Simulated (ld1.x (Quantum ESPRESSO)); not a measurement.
## Reading a pseudo-wave (Pr (Z = 59))

Columns: radius, all-electron u(r) and pseudo u(r) of the 4f shell (level -0.37 eV) of praseodymium in the configuration [Kr] 4d10 4f3 5s2 5p6 5d1 6s1 6p0; LDA (PZ), scalar-relativistic, PAW scheme, ld1.x (Quantum ESPRESSO) 7.5.

```csv
r (bohr),all-electron,pseudo
0.208,0.2586,0.0442
0.415,0.7241,0.4094
0.622,0.9059,0.8473
0.830,0.8900,0.8911
1.038,0.8008,0.8008
1.245,0.6967,0.6967
1.453,0.5981,0.5981
1.660,0.5121,0.5121
1.868,0.4390,0.4390
2.075,0.3782,0.3782
2.282,0.3277,0.3277
2.490,0.2855,0.2855
2.698,0.2503,0.2503
2.905,0.2211,0.2211
3.113,0.1963,0.1963
3.320,0.1755,0.1755
3.528,0.1577,0.1577
3.735,0.1426,0.1426
3.943,0.1294,0.1294
4.150,0.1180,0.1180
4.358,0.1080,0.1080
4.565,0.0993,0.0993
4.773,0.0915,0.0915
4.980,0.0845,0.0845
5.188,0.0783,0.0783
5.395,0.0727,0.0727
```

How many radial nodes do the two functions have?

The all-electron 4f function has n − l − 1 = 0; the pseudo-wave has 0.

At about which radius was the pseudo-wave matched?

0.90 bohr, where the columns begin to agree (steps of 0.21 bohr).

Is the pseudo-wave norm-conserving?

No, it belongs to a PAW set: the norm inside the radius is not constrained, and the difference is carried by the augmentation charge.
